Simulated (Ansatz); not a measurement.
Input file for Ansatz (an electronic-structure program): R-PBE0/def2-TZVPP on FH5N2Sn (SMILES [NH2][SnH]([NH2])[F]), a point of a torsion scan. Elements past Kr take the def2 small-core potentials; no spin–orbit coupling.

Ansatz 0.2 input:
```yaml
crystal:
  periodic: [false, false, false]
  atoms:
    - {symbol: N, position_ang: [-1.55671771, -0.43990986, 0.56106316]}
    - {symbol: Sn, position_ang: [-0.14022506, 0.58590981, -0.42064191]}
    - {symbol: N, position_ang: [-0.68487480, 2.51188288, -0.32174558]}
    - {symbol: F, position_ang: [1.41638651, 0.37096891, 0.72967824]}
    - {symbol: H, position_ang: [-1.62741195, -1.42021205, 0.31766124]}
    - {symbol: H, position_ang: [-2.47268786, -0.03444850, 0.40440685]}
    - {symbol: H, position_ang: [0.46074320, 0.13266853, -1.92678984]}
    - {symbol: H, position_ang: [0.06391647, 3.15193356, -0.55890180]}
    - {symbol: H, position_ang: [-0.97848690, 2.75281748, 0.61930875]}
basis:
  gaussian:
    orbitals: def2-TZVPP
hamiltonian:
  xc: {name: PBE0}
scf: {lower_state_search: off}
```

The head of its log:

```
WARN ansatz: RAYON_NUM_THREADS=1 ignored (pool sized by the plan → 1); use --threads N
Functional definition: PBE0
these checks for a lower state are left out or cut short: stability, starts, cluster_reference, orbital_swaps, neighbouring_geometries, increment
integrals: 0.12 GiB planned
1222 factors; their error is unknown
mean field: 1.07 GiB planned
mean field evaluation 1: about -11593.3890 eV, gradient 8.9e1 eV
mean field evaluation 2: about -11565.8667 eV, gradient 1.4e2 eV
```

### Question
Predict the final total energy.

### Answer
-426.5762 hartree.
